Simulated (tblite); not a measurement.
C6H11F3OSi.
Geometry (GFN2-xTB, Å), atoms numbered from 1 in this order:
```
atom  x, y, z in Å
C1    -2.5189    0.8222   -0.8075
C2    -1.8326   -0.2916   -0.9856
C3    -0.6995   -0.7428   -0.1011
C4     0.5805    0.0917   -0.3551
C5     1.0158   -0.0225   -1.8129
O6     1.5945   -0.3817    0.4724
Si7    2.5618    0.4209    1.5025
C8    -1.0874   -0.6565    1.3716
F9    -0.3155   -1.4161    2.1575
F10   -2.3469   -1.0802    1.5841
F11   -1.0280    0.5880    1.8705
H12   -3.3158    1.0993   -1.4752
H13   -2.3295    1.4979    0.0092
H14   -2.0558   -0.9457   -1.8159
H15   -0.4623   -1.7948   -0.2870
H16    0.3520    1.1419   -0.1278
H17    0.2384    0.3512   -2.4731
H18    1.2309   -1.0605   -2.0541
H19    1.9217    0.5595   -1.9595
H20    1.7919    1.0995    2.5447
H21    3.3602   -0.7010    1.9606
H22    3.3341    1.4407    0.7811
```

Level: GFN2-xTB in tblite, geometry and Hessian alike; calculated harmonic values, unscaled, isolated species. Against measured fundamentals such values can be off by several per cent, at times by over 20. Modes of hydrogen on silicon can be 10 to 20 % off. One conformer, not necessarily the lowest.

Harmonic wavenumbers (cm⁻¹): 31.9, 44.2, 54.3, 84.1, 97.5, 148.6, 165.0, 183.6, 219.6, 236.2, 286.0, 308.7, 317.5, 412.8, 434.9, 468.4, 501.8, 548.1, 608.7, 612.8, 648.6, 660.9, 735.4, 790.5, 805.4, 823.7, 843.5, 905.8, 935.2, 986.2, 1017.9, 1020.6, 1036.9, 1049.0, 1078.1, 1113.0, 1132.3, 1161.9, 1188.2, 1226.3, 1293.5, 1299.1, 1326.6, 1331.9, 1394.2, 1413.5, 1473.1, 1489.2, 1706.3, 2205.0, 2268.5, 2367.3, 2889.7, 2965.4, 3043.3, 3048.8, 3050.8, 3077.4, 3116.1, 3141.9.

A = 1271, B = 778.9, C = 576.7 MHz; mass 184.053 u (most abundant isotopes); point group C1, symmetry number 1.

Problem. Zero-point energy?

Solution. Half the sum of the wavenumbers: 34413 cm⁻¹ = 411.67 kJ/mol.

Problem. Give the ideal-gas entropy at 298.15 K and 1 bar in the rigid-rotor, harmonic-oscillator model (classical rotation).

Solution. Translation 173.90, rotation 128.49, vibration 191.16: S = 493.6 J/(mol K).

Problem. And Cp and H(298.15 K) − H(0)?

Solution. Cp = 212.84 J/(mol K), of which vibrations give 179.58 (their classical limit is 60 R = 498.9); H(298.15 K) − H(0) = 38.41 kJ/mol without the zero-point energy, 28.50 from vibrations.

Problem. Blend soft modes into free rotors: weight 1/[1 + (100 cm⁻¹/ν̃)⁴] for the oscillator and the rest for a rotor with moment μB/(μ + B), μ = h/(8π²ν), B = 10⁻⁴⁴ kg m². What vibrational entropy results?

Solution. 170.21 J/(mol K) in place of 191.16, which changes −T·S at 298.15 K by +6.25 kJ/mol.

Problem. How do the functions run with temperature in this model?

Solution. 
```
T (K)  S (J/(mol K))  Cp (J/(mol K))  H − H(0) (kJ/mol)  G − H(0) (kJ/mol)  ln q(vib)
  150          378.2           132.1              12.85             -43.88       5.56
  250          458.4           186.8              28.79             -85.81       9.62
  400          563.3           263.1              62.72            -162.61      15.35
  600          684.9           336.5             123.20            -287.76      22.52
  900          835.3           403.5             235.14            -516.64      32.25
```

q(vib) and H(0) count from the zero-point level.

Hindered rotation and anharmonicity are outside this model. Other conformers, if any are populated, would add a mixing term that is left out. The structure is chiral; the term R ln 2 for an equal mix with its mirror image is left out.
